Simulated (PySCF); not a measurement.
S4. Atoms are numbered in the order given.

```xyz
4

S      1.0381    -1.0381    -0.3134
S      1.0381     1.0381     0.3134
S     -1.0381     1.0381    -0.3134
S     -1.0381    -1.0381     0.3134
```

Geometry optimised at B3LYP-D3(BJ)/def2-SVP.

All values below come from TDA-PBE/def2-SVPD (PySCF 2.14.0).

Vertical excitations; the highest root listed may be one member of a degenerate set. Gas-phase values at a fixed geometry. State labels are in the subgroup D2.

Computed excitation energies, oscillator strengths and character:
```tsv
state	symmetry	energy (eV)	λ (nm)	f	main pairs
S1	B3	1.31	948	0.002	HOMO→LUMO+1 (degenerate set)
S2	B2	1.31	948	0.002	HOMO→LUMO (degenerate set)
S3	B1	2.30	539	0.000	HOMO→LUMO+2 59 %, HOMO−2→LUMO+1 20 %, HOMO−1→LUMO 20 %
S4	B1	2.45	506	0.001	HOMO−2→LUMO+1 48 %, HOMO−1→LUMO 48 %
S5	A	2.50	496	0.000	HOMO−1→LUMO+1 50 %, HOMO−2→LUMO 50 %
S6	A	2.53	489	0.000	HOMO−2→LUMO 50 %, HOMO−1→LUMO+1 50 %
S7	B1	2.61	476	0.000	HOMO→LUMO+2 41 %, HOMO−1→LUMO 30 %, HOMO−2→LUMO+1 30 %
S8	B1	3.54	350	0.004	HOMO→LUMO+3 95 %
S9	B3	3.66	338	0.000	HOMO−2→LUMO+2 (degenerate set)
S10	B2	3.66	338	0.000	HOMO−1→LUMO+2 (degenerate set)
T1	B3	0.86	1441	0	HOMO→LUMO+1 (degenerate set)
T2	B2	0.86	1441	0	HOMO→LUMO (degenerate set)
T3	B1	1.91	650	0	HOMO→LUMO+2 55 %, HOMO−2→LUMO+1 22 %, HOMO−1→LUMO 22 %
T4	A	2.07	598	0	HOMO−1→LUMO+1 50 %, HOMO−2→LUMO 50 %
```
Triplets are in the Tamm–Dancoff approximation.
